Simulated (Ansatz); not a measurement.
Single points on the cluster Sn₅H₇⁺.

```yaml
crystal:
  periodic: [false, false, false]
  atoms:
    - {symbol: Sn, position_ang: [-2.105661, -1.858204, -1.978057]}
    - {symbol: Sn, position_ang: [-1.268768, -0.081121, 0.166322]}
    - {symbol: Sn, position_ang: [-0.726285, 1.112376, -2.400131]}
    - {symbol: Sn, position_ang: [1.479639, -1.099090, 3.951678]}
    - {symbol: Sn, position_ang: [1.159878, 1.049552, 1.797344]}
    - {symbol: H, position_ang: [-1.824650, 2.181228, -3.196480]}
    - {symbol: H, position_ang: [2.578605, 0.359157, 3.766516]}
    - {symbol: H, position_ang: [-1.392672, -0.494631, -3.265163]}
    - {symbol: H, position_ang: [1.552436, -0.894461, 1.954966]}
    - {symbol: H, position_ang: [-0.421955, -1.611736, -0.919857]}
    - {symbol: H, position_ang: [0.778475, 1.019105, -3.252508]}
    - {symbol: H, position_ang: [0.190947, 0.317824, 3.375361]}
basis:
  gaussian: {orbitals: def2-TZVP, initial_orbitals: start.molden}
total_charge: 1
hamiltonian: {xc: pbe0, dispersion: d4}
scf: {omitted_lower_state_checks: [starts]}
output: {orbitals: {seedname: orbitals}}
```

The file start.molden holds the orbitals of an earlier run on this structure, at another level or in another basis.

```sh
$ ansatz run in.yaml --threads 4 --pin off --events-out ev --progress --plain --max-ram 4787MiB
```

Output, abridged:

```
Functional definition: PBE0
2613 factors; their error is unknown
mean field evaluation 1: about -29265.3553 eV, gradient 2.1e1 eV
mean field evaluation 2: about -29266.1237 eV, gradient 7.1e-1 eV
mean field evaluation 4: about -29266.5216 eV, gradient 3.9e-1 eV
mean field evaluation 8: about -29266.5218 eV, gradient 1.6e-5 eV
mean field -29266.52181662 eV, -1075.5248391997 hartree, gradient 1.6e-5 eV, S^2 0.000000; 0 other end points of the search recorded, 0 dependent functions left out
reference -29266.52187065 eV, -1075.5248411853 hartree; 58, 58 occupied and 234, 234 virtual orbitals, 2613 factors
Total energy: -29266.92102807 eV, -1075.5395099499 hartree
Checks for a lower state left out: starts
```

Run time 12 s (4 threads of Arm Neoverse V2 on a shared host), peak host memory 1.4 GiB.

First input, but with `hamiltonian: {xc: r2scan, dispersion: d4}` (abridged; 11 s):

```
Functional definition: r2SCAN
mean field -29276.77409195 eV, -1075.9016033689 hartree, gradient 1.4e-5 eV, S^2 0.000000
Total energy: -29276.87495783 eV, -1075.9053101218 hartree
Checks for a lower state left out: starts
```

First input, but with `gaussian: {orbitals: def2-SVP, initial_orbitals: start.molden}` (abridged; 4.8 s):

```
Functional definition: PBE0
mean field -29265.48889057 eV, -1075.4868798677 hartree, gradient 1.9e-5 eV, S^2 0.000000
Total energy: -29265.88808946 eV, -1075.5015501563 hartree
Checks for a lower state left out: starts
```

Geometry: PBE-D4/def2-SVP.

In the def2 sets Sn takes a core potential; there is no spin–orbit coupling. The restricted singlet is unstable towards broken spin symmetry in Hartree–Fock (as tested in another run); at PBE0-D4/def2-TZVP, r2SCAN-D4/def2-TZVP, PBE0-D4/def2-SVP this wasn't settled. Another isomer (singlet) lies 0.62 eV lower at PBE0-D4/def2-TZVP; other spin states weren't run for this one.
